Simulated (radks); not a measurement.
The numbers below are computed, except where a source is named.
Species: Eu IV. Configuration: [Xe] 4f5 7p1 (not the ground configuration).

Level of theory: Dirac Kohn-Sham, LDA (Slater exchange, Perdew-Wang correlation), spin-unpolarised, spherical densities, point nucleus; open shells fill j = l - 1/2 first (a radial shooting solver on a logarithmic mesh with Libxc functionals).

Energy parts (eV):
part                      energy
total                 -295031.03
kinetic                320787.52
electron-nucleus      -721511.65
Hartree                112060.19
exchange-correlation    -6367.09

Orbitals (lengths in bohr, moments of r in powers of bohr):
\begin{tabular}{lrrrr}
orbital & occ. & eigenvalue (eV) & <r^4> & small-component weight \\ \hline
1s1/2 & 2 & -48321.90 & 1.228e-06 & 5.49e-02 \\
2s1/2 & 2 & -7972.193 & 0.0001959 & 1.21e-02 \\
2p1/2 & 2 & -7568.086 & 0.0001214 & 1.21e-02 \\
2p3/2 & 4 & -6920.922 & 0.0001580 & 1.13e-02 \\
3s1/2 & 2 & -1792.516 & 0.007681 & 3.80e-03 \\
3p1/2 & 2 & -1617.702 & 0.007002 & 3.75e-03 \\
3p3/2 & 4 & -1485.886 & 0.008528 & 3.51e-03 \\
3d3/2 & 4 & -1182.338 & 0.006220 & 3.39e-03 \\
3d5/2 & 6 & -1153.643 & 0.006612 & 3.32e-03 \\
4s1/2 & 2 & -393.6911 & 0.1884 & 1.22e-03 \\
4p1/2 & 2 & -326.0727 & 0.2145 & 1.14e-03 \\
4p3/2 & 4 & -296.5176 & 0.2606 & 1.06e-03 \\
4d3/2 & 4 & -184.8483 & 0.3697 & 9.00e-04 \\
4d5/2 & 6 & -179.4920 & 0.3933 & 8.77e-04 \\
4f5/2 & 5 & -48.0972 & 1.646 & 5.44e-04 \\
4f7/2 & 0 & -47.3588 & 1.715 & 5.36e-04 \\
5s1/2 & 2 & -84.0460 & 5.481 & 2.84e-04 \\
5p1/2 & 2 & -64.3679 & 8.239 & 2.36e-04 \\
5p3/2 & 4 & -59.6689 & 10.06 & 2.15e-04 \\
7p1/2 & 1 & -11.7212 & 2326 & 2.42e-05 \\
7p3/2 & 0 & -11.3611 & 2561 & 2.41e-05 \\
\end{tabular}

The highest occupied level is 7p1/2 at -11.721 eV. The configuration is held as typed, so some empty levels lie below it. The density falls to 0.001 e/bohr^3 at r = 3.25 bohr. Summed over all electrons, <r^2> = 74.39 bohr^2, which gives a Langevin (diamagnetic) susceptibility term of -58.9 x 10^-6 cm^3/mol.
